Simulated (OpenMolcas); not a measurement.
## Re III: from CASSCF to CASPT2

* Program: OpenMolcas
* Basis: ANO-RCC-VQZP [9s8p6d4f3g2h]
* Scalar Hamiltonian: DKH2, point nucleus
* Active space: 5 electrons in 6 orbitals (5d 6s)
* State averaging: 2S+1 = 6 even, 6 roots; 2S+1 = 4 even, 84 roots kept (CI in the orbitals of an earlier block, 64 in the spin-orbit step); 2S+1 = 2 even, 184 roots kept (CI in the orbitals of an earlier block, 129 in the spin-orbit step)
* Spin-orbit coupling: RASSI with atomic mean-field integrals over the reference wave functions, term energies averaged over their components

Methods on the same reference wave functions:
A. CASSCF
B. SS-CASPT2, IPEA 0.25 Eh, imaginary shift 0.1 Eh (closed shells correlated: 5s 5p)
C. MS-CASPT2, IPEA 0.25 Eh, imaginary shift 0.1 Eh (closed shells correlated: 5s 5p)

Energies in eV above 5d⁵ ⁶S_5/2, the measured ground level; measured values from the list in Brasseur, Gamrath and Quinet, At. Data Nucl. Data Tables 157, 101636 (2024).

```csv
Level,A,B,C,Measured
5d⁵ ⁶S_5/2,0.0000,0.0000,0.0000,0.0000
5d⁴ 6s ⁶D_1/2 [57 %],1.9507,1.792,1.856,1.7849
5d⁴ 6s ⁶D_3/2 [58 %],2.1838,2.258,2.247,2.2204
5d⁴ 6s ⁶D_5/2,2.4746,2.437,2.458,2.4448
5d⁵ ⁴G_11/2,2.8339,2.343,2.340,2.2342
5d⁵ ⁴G_9/2,2.8818,2.402,2.392,2.2746
5d⁴ 6s ⁶D_9/2,2.9921,2.885,2.940,2.9101
5d⁵ ²I_11/2 [75 %],4.1181,3.462,3.473,3.2447
5d⁵ ²I_13/2,4.4295,3.781,3.790,3.5444
5d⁵ ⁴F_5/2 [64 %],4.6496,3.958,3.970,3.7570
5d⁴ 6s ⁴H_9/2 [53 %],4.9455,4.484,4.487,
5d⁴ 6s ⁴H_11/2 [64 %],5.1634,4.730,4.746,4.7322
5d⁴ 6s ⁴H_13/2,5.3806,4.972,4.980,4.8726
5d⁵ ²S_1/2 [52 %],5.5925,4.850,4.885,
5d⁵ ²H_11/2 [57 %],5.6513,4.951,4.960,
5d⁴ 6s ⁴P_5/2 [50 %],6.0377,5.457,5.486,
5d⁴ 6s ⁴G_11/2 [50 %],6.3351,5.754,5.755,
5d⁵ ²D_3/2(2) [71 %],6.4246,5.541,5.565,
```

Deviations, from unrounded energies. A percentage is the sum of absolute deviations over the sum of measured energies, with the sign that they share, or ± where signs differ.

```
                        Against measurement  Levels      A     B     C
             mean absolute deviation (cm-1)      11   3700   780   860
other terms of the ground configuration (%)       5  +25.6  +5.9  +6.0
                   other configurations (%)       6   ±6.6  ±0.9  +1.4
```

B lies closest to measurement on these levels and A furthest from it. The largest miss of B in the table is 5d⁵ ²I_13/2, by +1900 cm-1. The ranking rests on the paired levels alone, and a cruder setting can come out closer through cancelling errors.

Between B and C the level of the table that moves most is 5d⁴ 6s ⁶D_1/2 [57 %], by 520 cm-1 (lowest in B, highest in C). Moves below CASPT2's spread within the term are not significant.

The mean deviations of B to C differ by less than CASPT2's widest spread within a term (520 cm-1), so their order carries little weight.

From A to B the spin-free energies of the other terms of 5d⁵ shown, above ⁶S, scale by factors of 0.82 to 0.83, as is usual when dynamic correlation screens the repulsion within a d or f shell.

The lowest spin-free term lies below A's lowest term by 0.346 hartree in B, 0.346 hartree in C.

Term energies are means over components that CASPT2 splits; among the terms shown or strongly mixed into the levels shown the widest spread is 520 cm-1 (5d⁵ ⁴G, C). Some high roots are left out of the spin-orbit mixing, which shifts the levels that they would mix with. Terms from blocks run as CI alone lack orbitals of their own. Configurations are named by rounded mean occupations; where the s occupation lies near a half they are strongly mixed, a name can repeat and a true partner stay unpaired. A single d shell beside an s shell can misplace configurations of different d count against each other. Without dynamic correlation excited terms often stand tens of per cent too high (terms of higher spin than the ground term too low), and those without a measured partner can miss by more than the paired ones (holds for A). Blocks of more than 70 roots (2S+1 = 2 even) ran without multistate coupling (holds for C). The CASPT2 spread within a term exceeds the gap to the next term for 5d⁴ 6s ⁴F and 5d⁵ ²D(2), so the order of their levels is uncertain, and so are names and mixing where such terms share a J (holds for C). Computed and measured levels are paired by configuration, term and J; levels that our copy of the source lacks, or whose pairing is in doubt (as where it misses far off the trend of its configuration), stay unpaired and out of the deviations. Only configurations of the active space appear. The table leaves out levels that lie high or whose names do not pair safely across all columns.

A share in square brackets marks a mixed level and gives the weight of the term that names it, the lowest over the columns. A number in round brackets counts repeated terms of one configuration in the order of the reference energies.
